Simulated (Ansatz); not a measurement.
Steps of a relaxation of `Br[SiH]1CO1` with RKS PBE0-D4/def2-TZVP.

```sh
$ ansatz run in.yaml --threads 2 --pin off --events-out ev --progress --plain --max-ram 4352MiB
```

```yaml
crystal:
  periodic: [false, false, false]
  atoms:
    - {symbol: Br, position_ang: [-2.653796, 0.094815, -0.283239]}
    - {symbol: Si, position_ang: [-0.466648, 0.233254, -0.631859]}
    - {symbol: C, position_ang: [0.739280, -0.109791, 0.698385]}
    - {symbol: O, position_ang: [0.466586, -1.150628, -0.332665]}
    - {symbol: H, position_ang: [-0.191213, 0.982066, -1.889599]}
    - {symbol: H, position_ang: [1.780409, 0.269123, 0.681669]}
    - {symbol: H, position_ang: [0.386781, -0.386838, 1.711609]}
basis:
  gaussian: {orbitals: def2-TZVP}
hamiltonian: {xc: pbe0, dispersion: d4}
relax: {f_tol: 0.005, max_steps: 150}
```

Positions (Å) and forces (eV/Å) along the path, 6 of 6 steps:

```xyz
7
step=1 energy=-81044.3303 eV
Br   -2.654    0.095   -0.283    0.433    0.023   -0.085
Si   -0.467    0.233   -0.632    0.740   -0.935    0.476
C     0.739   -0.110    0.698   -0.076    0.138   -0.006
O     0.467   -1.151   -0.333   -0.611    1.105   -0.017
H    -0.191    0.982   -1.890   -0.080   -0.169    0.275
H     1.780    0.269    0.682   -0.604   -0.254   -0.036
H     0.387   -0.387    1.712    0.198    0.093   -0.607
7
step=2 energy=-81044.3792 eV
Br   -2.625    0.092   -0.291    0.023    0.013   -0.002
Si   -0.462    0.234   -0.623    0.599   -0.704    0.281
C     0.733   -0.100    0.698   -0.078    0.050   -0.054
O     0.455   -1.138   -0.327   -0.414    0.668   -0.114
H    -0.195    0.971   -1.873   -0.003   -0.021    0.079
H     1.765    0.261    0.674   -0.177   -0.060   -0.014
H     0.392   -0.389    1.696    0.051    0.054   -0.175
7
step=3 energy=-81044.3955 eV
Br   -2.617    0.091   -0.286   -0.039    0.002   -0.002
Si   -0.456    0.218   -0.620    0.063   -0.027    0.012
C     0.728   -0.096    0.694   -0.025    0.121    0.046
O     0.447   -1.129   -0.332   -0.023   -0.081   -0.056
H    -0.183    0.968   -1.854   -0.013    0.022   -0.023
H     1.753    0.263    0.665    0.036   -0.003   -0.006
H     0.390   -0.383    1.687    0.002   -0.034    0.029
7
step=4 energy=-81044.3960 eV
Br   -2.620    0.093   -0.290   -0.004    0.001    0.000
Si   -0.456    0.217   -0.619    0.019   -0.011   -0.002
C     0.728   -0.093    0.696    0.002    0.063    0.063
O     0.446   -1.129   -0.330   -0.019   -0.063   -0.058
H    -0.187    0.969   -1.856   -0.005    0.008   -0.001
H     1.756    0.262    0.665    0.004    0.001   -0.003
H     0.393   -0.386    1.689    0.004    0.000    0.001
7
step=5 energy=-81044.3958 eV rejected
Br   -2.619    0.094   -0.290    0.000    0.005   -0.002
Si   -0.454    0.214   -0.620   -0.001   -0.028    0.001
C     0.727   -0.090    0.699   -0.044   -0.052   -0.119
O     0.444   -1.135   -0.335    0.034    0.086    0.094
H    -0.185    0.969   -1.855   -0.005    0.015   -0.001
H     1.753    0.266    0.665    0.037   -0.006   -0.012
H     0.396   -0.387    1.690   -0.022   -0.020    0.038
7
step=6 energy=-81044.3963 eV
Br   -2.620    0.094   -0.291    0.002   -0.001    0.000
Si   -0.455    0.214   -0.620    0.003    0.001   -0.001
C     0.727   -0.091    0.697    0.000   -0.002   -0.001
O     0.446   -1.133   -0.331   -0.002    0.000    0.001
H    -0.187    0.971   -1.854   -0.002    0.001    0.001
H     1.755    0.263    0.664    0.000    0.001   -0.001
H     0.395   -0.386    1.690   -0.001    0.001    0.001
```

Run time 25 s (2 threads of an AMD EPYC 7B13 on a shared host); peak host memory 0.43 GiB.
